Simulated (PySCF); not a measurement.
Y(OH)2 (H2O2Y), SMILES [OH][Y][OH] (connectivity only; charge and spin as stated), neutral, multiplicity 2. Atoms are numbered in the order given.

```xyz
5

Y      0.0000     0.0000     0.3477
O      0.0000     1.7171    -0.6744
H      0.0000     2.3577    -1.3839
O      0.0000    -1.7171    -0.6744
H      0.0000    -2.3577    -1.3839
```
Charge 0, spin multiplicity 2.

Geometry: r2SCAN-D4/def2-TZVP. The def2 effective core potentials stand for the cores of Y; spin–orbit coupling is left out. One conformer was computed; it need not be the lowest.

Computed with PySCF with PBE/def2-TZVPD.

The molecule is in vacuum.

```yaml
total_energy: -189.99189 hartree
point_group: C2v
"α spin, highest occupied and lowest empty level": -3.44 and -2.03 eV
"β spin, highest occupied and lowest empty level": -7.09 and -2.41 eV
dipole_moment: 0.36 D
quadrupole, principal values (traceless, Buckingham form, about the centre of nuclear charge): -2.78, -0.44, 3.21 D·Å
mean_static_polarisability: 126.5 bohr³ (18.75 Å³)
polarisability_principal_values: 98.3, 127.8, 153.5 bohr³
"⟨S²⟩": 0.751 (pure state 0.75)
```
